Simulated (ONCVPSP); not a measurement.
**fluorine (F), ONCV: configuration errors across variants**

- Element: fluorine
- Generator: ONCVPSP 4.0.1
- Type: optimised norm-conserving Vanderbilt (ONCV)
- Functional: Wu-Cohen
- Relativity: scalar-relativistic
- Frozen core: none
- Valence charge: 9
- Reference configuration: 1s2 2s1.75 2p5.25
- Partial waves: 1s+2s: rc 0.40 bohr, ncon 3, nbas 7, qcut 34.1 1/bohr, 2 projectors; 2p: rc 1.35 bohr, ncon 4, nbas 8, qcut 10.4 1/bohr, 1 projector; d scattering state at 0.24 Ha: rc 1.15 bohr, ncon 4, nbas 8, qcut 8.4 1/bohr, 2 projectors, debl 0.8 Ha
- Local potential: polynomial inside 0.35 bohr (lpopt 5, dvloc0 4 Ha)
- Core correction: none

All-electron excitation energies from the reference (eV): (1) 1s2 2s2 2p5 -4.666; (2) 1s2 2s2 2p4 14.708; (3) 1s2 2s2 2p3 53.086; (4) 1s2 2s2 2p1 199.512.

Errors AE − PS in meV (a dash: test not solved or not reliable):

| change | (1) | (2) | (3) | (4) | bound ghosts | GHOST(+) flags above zero |
| --- | --- | --- | --- | --- | --- | --- |
| base | -0.8 | +28 | +189 | +2090 | none | d |
| s: rc 0.28; local potential polynomial inside 0.28 bohr (lpopt 5, dvloc0 4 Ha) | -1.8 | +27 | +190 | +2109 | none | d |
| s: rc 0.32; local potential polynomial inside 0.32 bohr (lpopt 5, dvloc0 4 Ha) | -1.5 | +27 | +189 | +2095 | none | d |
| s: rc 0.36 | -1.2 | +28 | +189 | +2090 | none | d |
| s: rc 0.44 | -0.4 | +29 | +190 | +2090 | none | d |
| s: rc 0.5 | 0.0 | +29 | +190 | +2093 | none | d |
| s: rc 0.54 | +0.1 | +29 | +191 | +2093 | none | d |

Q: Give the same row for: s: rc 0.58.

A: +0.3, +29, +191, +2093; bound ghosts: none; GHOST(+) flags above zero: d.
